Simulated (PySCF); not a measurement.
Two-dimensional NMR puzzle

Compound of formula C₆H₆ClN. Correlations simulated from computed shifts and the bond graph:

HSQC (one-bond C–H):
```
  δH     δC
7.32  136.0
6.79  122.3
6.67  117.1
6.50  114.3
```

COSY cross peaks (H two or three bonds apart, from the bond graph; peaks can be absent where the dihedral angle is near 90°):
```
  δH    δH
7.32  6.79
7.32  6.50
```

HMBC (two and three bonds, from the bond graph):
```
  δH                          δC
7.32  153.0, 147.0, 122.3, 114.3
6.79  147.0, 136.0, 117.1, 114.3
6.67  153.0, 147.0, 122.3, 114.3
6.50  153.0, 136.0, 122.3, 117.1
```

Carbons without hydrogens: δ 153.0, 147.0.

Theoretical values (PySCF 2.14.0 with density-fitted response routines): σ from GIAO-PBE0/pcSseg-1, GFN2-xTB geometry. No solvent, non-relativistic, one conformer, fast rotation and ring inversion assumed for equivalent nuclei.

δ = σ(ref) − σ, references computed at the same level: 1H (σ = 31.72 ppm) and 13C (σ = 186.93 ppm) vs TMS.

Exchangeable hydrogens are left out of these lists.

Problem. Work out the connectivity.

Solution. 3-chloroaniline (c1cc(N)cc(Cl)c1).

Numbering as in the mapped SMILES `[NH2:1][c:2]1[cH:3][cH:4][cH:5][c:6]([Cl:7])[cH:8]1`. Hydrogens are named by the atom that carries them.

- δC 153.0 is C2, an aromatic carbon bearing nitrogen.
- δC 147.0 is C6, an aromatic carbon bearing chlorine.
- δC 136.0 is C4, an aromatic CH (δH 7.32).
- δC 122.3 is C5, an aromatic CH (δH 6.79).
- δC 117.1 is C8, an aromatic CH (δH 6.67).
- δC 114.3 is C3, an aromatic CH (δH 6.50).
- HMBC from δH 7.32 reaches the proton-free carbons C2, C6.
- HMBC from δH 6.79 reaches the proton-free carbon C6.
- HMBC from δH 6.67 reaches the proton-free carbons C2, C6.
- HMBC from δH 6.50 reaches the proton-free carbon C2.
- COSY links 7.32–6.79, 7.32–6.50.

The data come from this structure; uniqueness wasn't tested.

OH/NH shifts are gas-phase values; hydrogen bonding in solution moves them, usually downfield. Carbons that carry Cl, above all several Cl atoms, come out too deshielded, partly because spin–orbit coupling is missing. Shifts are as computed. Against solution values, carbons near 30 ppm lie about +3 ppm off and those near 130 ppm about +5 ppm; carbons on Cl a further +6 ppm. Of 1211 compounds with measured shifts, 218 miss one by over three times the rms of a fit or turn the order of signals round; such compounds aren't used in these exercises.
